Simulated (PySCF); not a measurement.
## GeH₄ at several levels of theory

All levels use the PBE0 minimum (singlet; Ge–H 1.534 Å (×4); H–Ge–H 109.5° (×6)), basis [Ge def2-TZVP, H def2-TZVP], no relativity, density fitting, no spin–orbit coupling, PySCF. For vertical energies the ionised species is a doublet (spins chosen at PBE0 and kept). Atomisation goes to high-spin ground-configuration atoms, without zero-point energy. Open shells are unrestricted, also as the reference of the correlated levels. A dash marks a value that was not computed or is not defined at that level.

Z-matrix (Å, degrees; charge 0 multiplicity 1):
```
Ge
H  1 1.5344
H  1 1.5344 2 109.47
H  1 1.5344 2 109.47 3 120.00
H  1 1.5344 2 109.47 3 -120.00
```

```json
{"level": "PBE0", "atomisation (kJ/mol)": "1205", "vertical IP (eV)": "12.18", "−ε(HOMO) (eV)": "9.66", "gap (eV)": "10.74"}
{"level": "HF", "atomisation (kJ/mol)": "940", "vertical IP (eV)": "12.09", "−ε(HOMO) (eV)": "12.88", "gap (eV)": "16.97"}
{"level": "MP2", "atomisation (kJ/mol)": "?", "vertical IP (eV)": "?", "−ε(HOMO) (eV)": "–", "gap (eV)": "–"}
{"level": "PBE", "atomisation (kJ/mol)": "1200", "vertical IP (eV)": "11.90", "−ε(HOMO) (eV)": "8.35", "gap (eV)": "8.53"}
{"level": "B3LYP", "atomisation (kJ/mol)": "?", "vertical IP (eV)": "?", "−ε(HOMO) (eV)": "?", "gap (eV)": "?"}
{"level": "r2SCAN", "atomisation (kJ/mol)": "1234", "vertical IP (eV)": "12.08", "−ε(HOMO) (eV)": "8.71", "gap (eV)": "9.43"}
{"level": "TPSSh", "atomisation (kJ/mol)": "1271", "vertical IP (eV)": "12.15", "−ε(HOMO) (eV)": "9.08", "gap (eV)": "9.86"}
{"level": "CAM-B3LYP", "atomisation (kJ/mol)": "1241", "vertical IP (eV)": "12.35", "−ε(HOMO) (eV)": "11.07", "gap (eV)": "13.01"}
{"level": "M06-L", "atomisation (kJ/mol)": "1235", "vertical IP (eV)": "12.05", "−ε(HOMO) (eV)": "8.61", "gap (eV)": "9.68"}
```

(1) Fill in the row of MP2.

(2) Fill in the row of B3LYP.

Answers

(1) atomisation (kJ/mol) 1159, vertical IP (eV) 12.52.

(2) atomisation (kJ/mol) 1229, vertical IP (eV) 12.21, −ε(HOMO) (eV) 9.45, gap (eV) 10.16.
